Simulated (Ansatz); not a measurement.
A run on C4H2F4 (`F/C=C(F)/C(F)=C/F`) with other settings.

```yaml
crystal:
  periodic: [false, false, false]
  atoms:
    - {symbol: F, position_ang: [-1.534796, 2.478316, 0.847241]}
    - {symbol: C, position_ang: [-1.107549, 1.529736, -0.023128]}
    - {symbol: C, position_ang: [-0.402680, 0.540392, 0.482804]}
    - {symbol: F, position_ang: [-0.082952, 0.453490, 1.892007]}
    - {symbol: C, position_ang: [0.224637, -0.662416, -0.463043]}
    - {symbol: F, position_ang: [0.116329, -0.396195, -1.673285]}
    - {symbol: C, position_ang: [1.043807, -1.352070, -0.127719]}
    - {symbol: F, position_ang: [1.556995, -2.331273, -0.827512]}
    - {symbol: H, position_ang: [-1.450086, 1.753047, -0.973547]}
    - {symbol: H, position_ang: [1.316603, -1.591779, 0.972091]}
basis:
  gaussian: {orbitals: def2-mTZVPP}
hamiltonian: {xc: {name: HF}}
correlation: {method: mp2}
accuracy: high
```

```sh
$ ansatz run in.yaml --threads 4 --pin off --events-out ev --progress --plain --max-ram 11315MiB
```

Output, abridged:

```
Functional definition: HF
3778 factors; integrals over basis functions are off by at most 5.1e-8 eV
mean field evaluation 1: about -14973.2386 eV, gradient 4.0e1 eV
mean field evaluation 2: about -14973.4134 eV, gradient 4.0e1 eV
mean field evaluation 4: about -14976.7625 eV, gradient 5.7e0 eV
mean field evaluation 8: about -14976.8397 eV, gradient 3.1e-1 eV
mean field evaluation 16: about -14976.8401 eV, gradient 1.1e-8 eV
mean field -14976.84012769 eV, -550.3887230258 hartree, gradient 1.1e-8 eV, S^2 0.000000; 0 other end points of the search recorded, 0 dependent functions left out
8 core orbitals not correlated: weight in the atoms' cores, before any rotation towards them, 1.000 or more for the frozen orbitals, at most 0.000 for the correlated occupied ones
reference -14976.84012769 eV, -550.3887230258 hartree; 23, 23 occupied and 151, 151 virtual orbitals, 3778 factors
second order -37.15204325 eV of doubles, -0.00000000 eV of singles
Total energy: -15013.99217095 eV, -551.7540354329 hartree
```

Hardware: 4 threads of an Arm Neoverse V2 on a shared host. Wall time 8.5 s, peak host memory 0.96 GiB.
